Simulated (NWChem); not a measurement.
A series in which one site is exchanged, each optimised at PBE0/def2-SVP with NWChem, gas phase unless a solvent is named. All stand in one matching conformer (torsions within 35°), which need not be the lowest. For some, no frequency run checked for a minimum. def2 effective core potentials on In; no spin-orbit coupling.

A: [OH][Al]([F])[F] (AlHOF₂; site = Al)
B: FB(F)O (BHOF2; site = B)
C: [In]([F])([OH])[F] (InHOF₂; site = In)
D: [Ga]([OH])([F])[F] (GaHOF$_{2}$; site = Ga)

| quantity | A | B | C | D |
|---|---|---|---|---|
| dipole (D), PBE0/def2-SVP | 2.18 | ___ | 2.25 | 2.13 |
| orbital gap (eV), PBE0/def2-SVP | 8.76 | ___ | 6.59 | 8.10 |
| static polarisability, PBE/def2-SVPD (bohr³) | 27.9 | ___ | 39.2 | 31.5 |
| lowest singlet excitation, PBE/def2-SVPD, TDA (eV) | 6.31 | ___ | 4.20 | 5.57 |

What belongs in the gaps?


- dipole (D), PBE0/def2-SVP, B: 2.10
- orbital gap (eV), PBE0/def2-SVP, B: 11.77
- static polarisability, PBE/def2-SVPD (bohr³), B: 21.0
- lowest singlet excitation, PBE/def2-SVPD, TDA (eV), B: 8.31
